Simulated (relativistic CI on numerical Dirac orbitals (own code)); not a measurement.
**Co⁺ in a cubic cluster: L2,3 absorption with charge transfer**

Computed with a charge-transfer multiplet model of a cubic metal-ligand cluster with up to 2 ligand holes, Slater and spin-orbit integrals from Dirac-Coulomb-Breit ions, Slater integrals scaled by 0.8. The ground state mixes d8 with configurations of k ligand holes L, whose averages lie at kΔ + k(k − 1)U_dd/2; a core hole lowers each added d electron by U_cd. 300 K, Lorentzian 0.4 eV and Gaussian 0.3 eV FWHM.

Atomic integrals in eV (Slater integrals scaled, ζ unscaled), ground: F2dd 8.285, F4dd 5.103, zeta_d 0.056; with the core hole: F2dd 8.285, F4dd 5.103, zeta_d 0.075, zeta_core 9.677, F2cd 5.321, G1cd 3.943, G3cd 2.240.

Cluster parameters (eV): Δ = 7.3, U_cd = 8, 10Dq = 1.3, 10Dq(ligand) = 1.4, V(eg) = 1.6, V(t2g) = -0.74, final-state hopping factor = 1.

```
         Case   n_d    d8   d9L  d10L2     S
U_dd = 5.7 eV  8.07  0.94  0.06   0.00  1.00
U_dd = 6.4 eV  8.07  0.94  0.06   0.00  1.00
U_dd = 7.1 eV  8.07  0.94  0.06   0.00  1.00
U_dd = 7.8 eV  8.07  0.94  0.06   0.00  1.00
U_dd = 8.5 eV  8.06  0.94  0.06   0.00  1.00
```

Weights, n_d and S are thermal averages at 300 K. Photon energies count from the first peak over 30 % of the highest in each spectrum, which can be another peak from case to case. The parameters are a model scan and need not match a compound or its usual spin state. Peaks in eV (height, largest 100):
- U_dd = 5.7 eV: 0.0 (100), 1.7 (21), 14.6 (26), 15.6 (25)
- U_dd = 6.4 eV: 0.0 (100), 1.6 (22), 14.6 (26), 15.5 (25)
- U_dd = 7.1 eV: 0.0 (100), 1.7 (23), 14.6 (26), 15.6 (25)
- U_dd = 7.8 eV: 0.0 (100), 1.8 (23), 14.6 (26), 15.6 (26)
- U_dd = 8.5 eV: 0.0 (100), 1.7 (24), 14.6 (26), 15.5 (26)

Curve for U_dd = 7.8 eV (points under 2 left out, the grid thinned):

(E (eV), Intensity): (-1.6, 2.2), (-1.4, 2.8), (-1.2, 3.8), (-1.1, 4.5), (-0.9, 6.5), (-0.7, 10.6), (-0.5, 20.1), (-0.3, 44.4), (-0.2, 64.8), (0.0, 100.0), (0.2, 83.0), (0.4, 41.8), (0.6, 19.7), (0.7, 14.6), (0.9, 9.9), (1.1, 9.2), (1.3, 11.5), (1.5, 16.8), (1.6, 20.4), (1.8, 23.1), (2.0, 15.4), (2.2, 7.9), (2.4, 4.6), (2.5, 3.9), (2.7, 3.7), (2.9, 4.0), (3.1, 3.3), (3.2, 2.6), (13.8, 2.3), (14.0, 3.8), (14.2, 7.4), (14.4, 16.2), (14.5, 22.1), (14.7, 25.7), (14.9, 16.6), (15.1, 11.1), (15.3, 14.2), (15.4, 18.8), (15.6, 26.0), (15.8, 18.6), (16.0, 9.6), (16.2, 6.3), (16.3, 5.4), (16.5, 3.5), (16.7, 2.2)

For the case U_dd = 7.1 eV, Δ = 7.3 eV is larger than U_dd = 7.1 eV, the Mott-Hubbard side of the Zaanen-Sawatzky-Allen scheme. With the core hole the configuration with one ligand hole lies at Δ + U_dd − U_cd = 5.0, 5.7, 6.4, 7.1, 7.8 eV from the one without, in the order of the table; where this is negative the screened configuration lies lower.
